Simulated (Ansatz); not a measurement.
One change: `CO[SiH2]N` becomes `CO[SiH2]P`.

Ansatz, PBE0-D4/def2-TZVP geometries, multiplicity 1. Each molecule was computed in one conformer, which needn't be the lowest.

| property | `CO[SiH2]N` |
| --- | --- |
| HOMO energy (B3LYP/def2-TZVPP) / eV | -7.35 |
| size of the dipole moment (ωB97M-V/def2-TZVPP) / D | 2.09 |
| HOMO–LUMO gap (B3LYP/def2-TZVPP) / eV | 7.74 |
| HOMO–LUMO gap (ωB97M-V/def2-TZVPP) / eV | 12.17 |
| LUMO energy (ωB97M-V/def2-TZVPP) / eV | 2.15 |
| HOMO–LUMO gap (PBE/def2-TZVPP) / eV | 6.02 |

What does the change do to each property? (Best estimate.)

Ansatz gave: 
| property | `CO[SiH2]P` | shift |
| --- | --- | --- |
| HOMO energy (B3LYP/def2-TZVPP) / eV | -7.17 | 0.18 |
| size of the dipole moment (ωB97M-V/def2-TZVPP) / D | 0.56 | -1.53 |
| HOMO–LUMO gap (B3LYP/def2-TZVPP) / eV | 7.14 | -0.60 |
| HOMO–LUMO gap (ωB97M-V/def2-TZVPP) / eV | 11.43 | -0.74 |
| LUMO energy (ωB97M-V/def2-TZVPP) / eV | 1.95 | -0.20 |
| HOMO–LUMO gap (PBE/def2-TZVPP) / eV | 5.50 | -0.52 |

With PBE0 the HOMO rises by 0.22 eV and the LUMO falls by 0.53 eV, so the gap narrows by about 0.75 eV. PBE moves the HOMO by -0.08 eV and ωB97M-V by 0.54 eV. Dipoles are sizes alone; their direction can turn.

B3LYP here is the variant with VWN-RPA as its local correlation; programs differ in this.
